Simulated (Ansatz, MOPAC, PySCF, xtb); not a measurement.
Donor–acceptor adduct: GaH3 (SMILES [GaH3]) (first 4 atoms) with H2O (SMILES O); geometry from B3LYP-D3(BJ)/def2-TZVP, rigid monomers moved along the line of their centres of mass till Ga1···O5 is 2.00 Å.
(charge 0, multiplicity 1):
```xyz
7

Ga     0.397    -0.376     0.685
H      1.883    -0.098     1.123
H     -0.229    -1.811     0.853
H     -0.287     0.626    -0.330
O     -0.447     0.393     2.332
H     -1.408     0.321     2.293
H     -0.242     1.332     2.423
```

Counterpoise-corrected where a basis set is named; no monomer relaxation. Rows marked so take none.

Cores are frozen in the correlated methods. Filled d and f shells under p-block atoms count as core. CBS: X⁻³ extrapolation of the correlation energy, Hartree–Fock from the larger set. Rows in 6-31G* carry no dispersion term and start afresh at each structure (6-31G* with six Cartesian d functions); the Pople sets are all-electron and without relativity. The state that PM7 reach isn't checked; PM7 holds dispersion and hydrogen-bond terms.

The values were computed with Ansatz (a first-principles code); MOPAC for PM7 (differences of heats of formation); PySCF for 6-31G* rows, the dispersion terms; xtb for the GFN methods. Each number belongs to the level named beside it.

```tsv
level	interaction energy (kJ/mol)
PM7	-8.9
GFN2-xTB	-114.4
r2SCAN-D4/def2-TZVPPD	-61.6
B3LYP/6-31G*	-48.4
M06-2X/6-31G* (no counterpoise)	-85.7
wB97M-V/def2-TZVPPD	-52.9
CCSD/aug-cc-pVDZ	-35.9
CCSD(T)/aug-cc-pVDZ	(withheld)
CCSD(T)/CBS(aug-cc-pVDZ, aug-cc-pVTZ)	-48.9
```

Q: What belongs in the gaps?

A: 
- CCSD(T)/aug-cc-pVDZ, interaction energy (kJ/mol): -36.9
